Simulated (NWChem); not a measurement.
Species: CuF; SMILES [F][Cu]

```xyz
2

Cu     0.0000     0.0000    -0.4127
F      0.0000     0.0000     1.3300
```
Atoms are numbered in this order, from 1.

Computed with NWChem. The geometry was optimised at PBE-D3(BJ)/def2-SVP.

Question: Taking PBE/def2-TZVPP as the yardstick, which of these has the fewest basis functions while keeping “highest occupied level (eV)” within 0.2 eV of it: PBE/def2-TZVPD; PBE/def2-SVPD; PBE/def2-TZVP; PBE/def2-SVP?

Answer: PBE/def2-TZVP.
| level | basis functions | highest occupied level (eV) |
|---|---|---|
| PBE/def2-SVP | 45 | -5.13 |
| PBE/def2-SVPD | 57 | -5.63 |
| PBE/def2-TZVP | 76 | -5.91 |
| PBE/def2-TZVPD | 88 | -6.03 |
| PBE/def2-TZVPP | 95 | -5.97 |

The yardstick is one finite set, not the basis-set limit.
